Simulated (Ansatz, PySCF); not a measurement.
System: F2S, singlet: symmetric bend, bond length relaxed. Scanned: F-S-F angle. Other coordinates (S-F bond length) were minimised at B3LYP/def2-TZVP. Each profile is relative to its own lowest point.

```tsv
a / °	A	B	C
180	—	2.517	3.369
167	—	2.342	3.126
157	—	2.011	2.675
147	1.487	1.585	2.105
137	1.053	1.128	1.503
127	0.643	0.694	0.935
117	0.300	0.329	0.457
107	0.067	0.079	0.124
97	0.000	0.000	0.000
87	0.182	0.178	0.190
80	0.531	0.530	0.603
```

Energies in eV.

Question: Match the curves with the methods Ansatz (a program for electronic structure) with MP2 on RHF/aug-cc-pVQZ, frozen core; RHF/def2-TZVP in PySCF; r2SCAN/def2-TZVP in PySCF 2.14.0.

Answer: A is r2SCAN; B is MP2/aug-cc-pVQZ; C is RHF.

A dash means that the run gave no value there, or that the column was ended at a point which the program doubted or which failed a test of continuity chosen for this set; such a test can also cut sound points.
